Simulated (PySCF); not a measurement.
Estimate the missing entries of this data sheet.

Compound: C7H16B2.
Atom-mapped SMILES: `[CH3:1][B:2]([CH3:3])[C@H:4]1[CH2:5][BH:6][CH2:7][CH2:8][CH2:9]1` (hydrogens: H10, H11, H12 on C1; H13, H14, H15 on C3; H16 on C4; H17, H18 on C5; H19 on B6; H20, H21 on C7; H22, H23 on C8; H24, H25 on C9)

```tsv
property	level	value
point group	PBE0-D3(BJ)/def2-SVP	?
rotational constants A, B, C	PBE0-D3(BJ)/def2-SVP	2.807, 0.969, 0.867 GHz
dipole moment	CAM-B3LYP/def2-SVPD	0.49 D
HOMO energy	CAM-B3LYP/def2-SVPD	-8.73 eV
LUMO energy	CAM-B3LYP/def2-SVPD	?
lowest singlet excitation	TDDFT CAM-B3LYP/def2-SVPD	5.52 eV (225 nm, f = 0.002)
strongest line among the 10 lowest singlet transitions	TDDFT CAM-B3LYP/def2-SVPD	?
lowest triplet excitation (Tamm–Dancoff)	TDA CAM-B3LYP/def2-SVPD	5.12 eV
static isotropic polarisability	CAM-B3LYP/def2-SVPD	107.9 au
vertical ionisation energy	ΔSCF CAM-B3LYP/def2-SVPD	9.32 eV
electronic spatial extent ⟨r²⟩ about the centre of nuclear charge	CAM-B3LYP/def2-SVPD	?
13C chemical shifts (computed TMS as zero) by class	GIAO PBE0/pcSseg-1	34.6 (C4), 30.8 (C7), 29.7 (C9), 25.1 (C5), 24.9 (C8), 12.9 (C1/C3) ppm
1H chemical shifts (computed TMS as zero) by class	GIAO PBE0/pcSseg-1	7.67 (H19), 2.16 (H20), 1.76 (H23), 1.53 (H18), 1.47 (H25), 1.37 (H22), 1.32 (H16), 1.29 (H24), 0.82 (H10/H11/H12/H13/H14/H15), 0.76 (H21), 0.09 (H17) ppm
isotropic shieldings of nuclei other than C and H, by class	GIAO PBE0/pcSseg-1	?
```

Gas-phase values; electronic properties from PySCF, density fitting. Geometry: PBE0-D3(BJ)/def2-SVP, one conformer, isolated molecule. NMR classes are plain means over equivalent atoms (diastereotopic ones count apart unless rotation or inversion swaps them), as if these changed places fast; in this geometry the members of some classes differ.

**Question.** Give the isotropic shieldings of nuclei other than C and H, by class.

**Answer.** 14 (B6), 19 (B2) ppm.

**Question.** What is the point group?

**Answer.** C1.

**Question.** What is the LUMO energy?

**Answer.** 0.38 eV.

**Question.** Give the electronic spatial extent ⟨r²⟩ about the centre of nuclear charge.

**Answer.** 1521 bohr².

**Question.** Give the strongest line among the 10 lowest singlet transitions.

**Answer.** S7 at 7.74 eV (160 nm, f = 0.028).

The vertical singlet–triplet gap S1 − T1 is 0.40 eV (TDDFT singlet less Tamm–Dancoff triplet; S1: HOMO→LUMO, weight 0.82; T1: HOMO→LUMO, weight 0.73). A dipole of 0.49 D is allowed in C1, and pure rotational transitions are dipole-allowed. The principal polarisabilities are 95.3, 104.5 and 124.0 au; their mean is the isotropic value. The largest Löwdin shares of the HOMO are 0.21 on C4, 0.16 on B2, 0.13 on C5 and 0.11 on B6. The rotational constants make it an asymmetric top with κ = (2B − A − C)/(A − C) = -0.90, nearer the prolate limit (−1). No computed singlet falls in the visible range (750 to 380 nm, 1.65 to 3.26 eV); S1 lies 2.26 eV above its blue end.
